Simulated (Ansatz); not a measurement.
H$_{2}$BrGaO, singlet, at a GFN2-xTB geometry (such geometries of metal compounds can be far from the true shape); PBE/cc-pVQZ (Ansatz, a quantum-chemistry and plane-wave program).

Input for Ansatz:
Ansatz 0.2 input:
```yaml
crystal:
  periodic: [false, false, false]
  atoms:
    - {symbol: Ga, position_ang: [-0.33951701, -0.89868378, -0.03758231]}
    - {symbol: H, position_ang: [-1.47385176, -1.58660768, -0.79077554]}
    - {symbol: Br, position_ang: [0.15018457, 1.29602738, -0.22701293]}
    - {symbol: O, position_ang: [0.72477366, -1.67595019, 1.05488608]}
    - {symbol: H, position_ang: [0.94422972, -2.50755222, 1.46219103]}
basis:
  gaussian:
    orbitals: cc-pVQZ
hamiltonian:
  xc: pbe
```

Predict the main parts of the log of this Ansatz run.


```
Functional definition: PBE
1149 factors; their error is unknown
mean field evaluation 1: about -124479.9513 eV, gradient 7.7e1 eV
mean field evaluation 2: about -124384.5761 eV, gradient 2.0e2 eV
mean field evaluation 4: about -124488.2622 eV, gradient 2.1e1 eV
mean field evaluation 8: about -124488.8037 eV, gradient 2.0e-1 eV
mean field evaluation 16: about -124488.7462 eV, gradient 3.4e-4 eV
mean field -124488.74622689 eV, -4574.8770423355 hartree, gradient 4.8e-5 eV, S^2 0.000000; 0 other end points of the search recorded, 0 dependent functions left out
reference -124488.74627354 eV, -4574.8770440498 hartree; 38, 38 occupied and 213, 213 virtual orbitals, 1149 factors
Total energy: -124488.74627354 eV, -4574.8770440498 hartree
```
